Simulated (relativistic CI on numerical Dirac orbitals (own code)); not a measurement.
**Pb III: what numerical and physical settings do to a radial Dirac CI calculation**

Reference input:

```
atom Pb  Z=82  charge=2  electrons=80
nucleus A=208  rms_radius_fm=5.5012
hamiltonian dirac-coulomb  breit=on  qed=on  c_scale=1
orbitals kli  potential=per-configuration
slater_scale 1
correlation none
mixing on
grid step=0.0125 r_max=107.9
scf mixing=0.4 start=green max_iterations=150 tolerance=2e-08 node_fill=0.05
configurations
  [Xe] 4f14 5d10 6s2
  [Xe] 4f14 5d10 6s 6p
  [Xe] 4f14 5d10 6p2
  [Xe] 4f14 5d10 6s 6d
  [Xe] 4f14 5d10 6s 7s
end
```

Computed lowest total energy -20871.18339 Ha, first excitation 53404.6 cm⁻¹, 60 SCF steps. Runs with settings changed; * marks those that are bad on purpose:

| Changed | Outcome | Lowest level | ΔE (Ha) | First excitation (cm⁻¹) | SCF steps | Message |
| --- | --- | --- | --- | --- | --- | --- |
| Breit term off, grid step 0.02, QED terms off | converged | 6s2 1S_0 | -41.8 | 53534.4 | 60 |  |
| node fill of the KLI weights 0.2, SCF tolerance 1e-06, Breit term off | converged | 6s2 1S_0 | -24.7 | 52849.3 | 55 |  |
| iteration limit 30 | converged | 6s2 1S_0 | 0 | 53404.6 | 60 |  |
| node fill of the KLI weights 0.5 | converged | 6s2 1S_0 | 0.0749 | 52659.1 | 63 |  |
| node fill of the KLI weights 5 * | converged | 6s2 1S_0 | 1.01 | 53857.1 | 65 |  |
| grid step 0.08 * | converged | 6s2 1S_0 | 0.00822 | 53397.6 | 60 |  |

With so few configurations and no correlation, terms lie too far apart (by 10 to 50 % near neutrality), their order can be wrong, and levels of other configurations are missing.
